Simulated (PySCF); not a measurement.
Electronic absorption of TiEtCl3

TiEtCl3, C2H5Cl3Ti (singlet state).
SMILES: `C[CH2][Ti]([Cl])([Cl])[Cl]`

Computed, not measured: TDDFT CAM-B3LYP/def2-SVPD, vertical, gas phase, core orbitals frozen in the response (PySCF). Isolated species at its PBE0-D3(BJ)/def2-SVP geometry, gas phase.

```json
{"state": "S1", "E (eV)": "3.06", "E (hartree)": "0.1126", "f": "0.0002", "|μ| (D)": "0.14", "main configurations (H = HOMO, L = LUMO)": "H→L (90%)"}
{"state": "S2", "E (eV)": "3.10", "E (hartree)": "0.1139", "f": "0.0001", "|μ| (D)": "0.07", "main configurations (H = HOMO, L = LUMO)": "H→L+1 (88%)"}
{"state": "S3", "E (eV)": "3.88", "E (hartree)": "0.1424", "f": "0.0017", "|μ| (D)": "0.34", "main configurations (H = HOMO, L = LUMO)": "H→L+2 (86%)"}
{"state": "S4", "E (eV)": "3.89", "E (hartree)": "0.1430", "f": "0.0012", "|μ| (D)": "0.28", "main configurations (H = HOMO, L = LUMO)": "H→L+3 (85%)"}
{"state": "S5", "E (eV)": "4.88", "E (hartree)": "0.1794", "f": "0.0036", "|μ| (D)": "0.44", "main configurations (H = HOMO, L = LUMO)": "H-1→L (89%)"}
{"state": "S6", "E (eV)": "4.92", "E (hartree)": "0.1808", "f": "0.0032", "|μ| (D)": "0.42", "main configurations (H = HOMO, L = LUMO)": "H-1→L+1 (87%)"}
{"state": "S7", "E (eV)": "5.23", "E (hartree)": "0.1921", "f": "0.0004", "|μ| (D)": "0.15", "main configurations (H = HOMO, L = LUMO)": "H-2→L (55%), H-3→L+1 (36%)"}
{"state": "S8", "E (eV)": "5.30", "E (hartree)": "0.1946", "f": "0.011", "|μ| (D)": "0.75", "main configurations (H = HOMO, L = LUMO)": "H-3→L (54%), H-2→L+1 (36%)"}
{"state": "S9", "E (eV)": "5.35", "E (hartree)": "0.1965", "f": "0.0095", "|μ| (D)": "0.69", "main configurations (H = HOMO, L = LUMO)": "H-3→L+1 (41%), H-2→L (21%), H-1→L+2 (12%)"}
{"state": "S10", "E (eV)": "5.35", "E (hartree)": "0.1968", "f": "0.011", "|μ| (D)": "0.72", "main configurations (H = HOMO, L = LUMO)": "H-2→L+1 (40%), H-3→L (21%), H-4→L (14%)"}
{"state": "S11", "E (eV)": "5.45", "E (hartree)": "0.2001", "f": "0.0012", "|μ| (D)": "0.24", "main configurations (H = HOMO, L = LUMO)": "H-1→L+3 (41%), H-4→L (30%), H-1→L+2 (16%)"}
{"state": "S12", "E (eV)": "5.46", "E (hartree)": "0.2006", "f": "0.0031", "|μ| (D)": "0.38", "main configurations (H = HOMO, L = LUMO)": "H-1→L+2 (40%), H-4→L+1 (31%), H-1→L+3 (15%)"}
{"state": "S13", "E (eV)": "5.58", "E (hartree)": "0.2051", "f": "0.0000", "|μ| (D)": "0.03", "main configurations (H = HOMO, L = LUMO)": "H-5→L (39%), H-6→L+1 (26%), H-2→L+2 (13%)"}
{"state": "S14", "E (eV)": "5.72", "E (hartree)": "0.2102", "f": "0.042", "|μ| (D)": "1.40", "main configurations (H = HOMO, L = LUMO)": "H-4→L (22%), H-1→L+3 (18%), H-2→L+3 (15%)"}
```

Triplets (Tamm–Dancoff): T1 2.67 eV, H→L (89%); T2 2.71 eV, H→L+1 (87%); T3 3.49 eV, H→L+2 (85%); T4 3.51 eV, H→L+3 (84%).

The lowest singlet lies at 3.06 eV (405 nm, visible) and is dark (f under 0.0005); its leading configuration is HOMO→LUMO (90%). The most intense listed level is S14 at 5.72 eV (217 nm, f = 0.042), 2.66 eV above S1. It is the last of those listed, so stronger ones may follow. S9/S10 lie within about 0.01 eV of each other. For S1 the Löwdin share of titanium is 29% in HOMO and 80% in LUMO. The oscillator strengths of these states sum to 0.089; summed over the whole spectrum of an exact calculation they would give the number of electrons, 90 (Thomas–Reiche–Kuhn). Of the 14 states listed, 3 reach f = 0.01 and 4 stay under 0.0005. Weighted by f, the mean energy of these states is 5.44 eV. 2 computed singlets (S1 to S2) lie in the visible range (380 to 750 nm), S1 for one at 405 nm, dark in the vertical dipole picture (f under 0.0005); light of that wavelength is violet, and its complementary colour is yellow-green; a Tamm–Dancoff triplet lies at 465 nm, without intensity as long as spin–orbit coupling is left out. All these states lie below the vertical ionisation energy of 10.22 eV (ΔSCF). Orbitals of the list HOMO-3 to LUMO+2 that lie within 0.01 eV of each other are written together with a slash and their weights summed (≥ marks a lower bound); for degenerate orbitals outside that list single weights are arbitrary. Singlets were solved by full linear response, triplets in the Tamm–Dancoff approximation. The highest level found (5.73 eV, f 0.037 so far) is left out, since the window may have cut off a degenerate partner.

Hardware: one thread, AMD EPYC (x86_64), on a shared host. Cost: 6.0 min wall (with the writing of density and orbital grids), 1.2 GiB resident at most.
